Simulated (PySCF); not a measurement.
Basis and Hamiltonian dependence of the excitation energy of Co

Co [Ar] 3d7 4s2 (4F) → Co [Ar] 3d8 4s1, s spin flipped. Calculated with PySCF 2.14 from differences of total energies of unrestricted determinants, without spin-orbit coupling. Values in eV.

| basis | Hamiltonian | functions | UHF | r2SCAN | PBE0 | MP2 (valence) |
| --- | --- | --- | --- | --- | --- | --- |
| ANO-RCC-VTZP | spin-free X2C | 59 | 2.073 | 0.716 | 0.861 | 0.417 |
| aug-cc-pVTZ | non-relativistic | 93 | 1.890 | 0.027 | 0.241 | 0.174 |
| x2c-QZVPPall | spin-free X2C | 103 | 2.225 | 0.344 | 0.567 | 0.486 |
| aug-cc-pwCVTZ-DK with one added diffuse shell each of s, p, d, f, g type | spin-free X2C | 152 | 2.227 | 0.358 | 0.570 | 0.463 |

Frozen in the all-electron rows: valence: [Ar].

In the upper determinant the s electron has its spin opposite to the other open shell, which mixes two multiplicities. Non-relativistic rows lack the scalar-relativistic shift.
